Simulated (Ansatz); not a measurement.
lead atom (Pb), triplet (core potentials on Pb); HF/def2-SVP (Ansatz, a quantum-chemistry and plane-wave program).

The Ansatz input:
Ansatz 0.2 input:
```yaml
crystal:
  periodic: [false, false, false]
  atoms:
    - {symbol: Pb, position_ang: [0.00000000, 0.00000000, 0.00000000]}
basis:
  gaussian:
    orbitals: def2-SVP
hamiltonian:
  xc: hf
magnetization: {spin_polarized: true, initial_magnetization: 2}
```

Task: What does Ansatz print? Leave out banner, timings and long lists.

Result: 
```
Functional definition: HF
152 factors; integrals over basis functions are off by at most 1.5e-4 eV
mean field evaluation 1: about -5219.8851 eV, gradient 3.5e0 eV
mean field evaluation 2: about -5219.8854 eV, gradient 3.5e0 eV
mean field evaluation 4: about -5220.0521 eV, gradient 5.9e-2 eV
mean field evaluation 8: about -5220.0521 eV, gradient 5.5e-6 eV
mean field evaluation 16: about -5220.0521 eV, gradient 2.2e-2 eV
mean field evaluation 32: about -5220.0521 eV, gradient 2.6e-3 eV
mean field -5220.05206272 eV, -191.8333750266 hartree, gradient 5.5e-6 eV, S^2 2.009780; 0 other end points of the search recorded, 0 dependent functions left out
reference -5220.05206272 eV, -191.8333750266 hartree; 12, 10 occupied and 14, 16 virtual orbitals, 152 factors
Total energy: -5220.05206272 eV, -191.8333750266 hartree
```
